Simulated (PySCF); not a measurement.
Radial density of Bi⁺ (bismuth, charge +1)

TPSS, [Xe] 4f14 5d10 6s2 6p2, high-spin 3P determinant. All numbers are calculated (PySCF 2.14, scalar relativity by spin-free X2C-1e, in x2c-TZVPPall with one added diffuse shell each of s, p, d, f type (12s8p7d4f, 99 functions)).

| r (bohr) | 4πr²ρ (e/bohr) | 4πr²(ρα − ρβ) |
| --- | --- | --- |
| 0.0127 | 115.4 | 0.0050 |
| 0.0213 | 102.7 | 0.0142 |
| 0.0359 | 141.0 | 0.0190 |
| 0.0604 | 147.2 | -0.0020 |
| 0.102 | 129.4 | 0.0181 |
| 0.171 | 127.6 | 0.0089 |
| 0.287 | 91.24 | 0.0563 |
| 0.483 | 65.89 | 0.0013 |
| 0.813 | 26.92 | 0.1355 |
| 1.37 | 11.27 | 0.1024 |
| 2.30 | 2.884 | 0.9727 |
| 3.87 | 0.4143 | 0.3218 |
| 6.51 | 0.01142 | 0.0110 |

Densities and radii are taken from the X2C orbitals without a picture-change correction, which distorts them close to the nucleus.

Spin-orbit coupling is strong in this species (close to jj coupling), so the high-spin LS determinant is a model state, not a physical level.
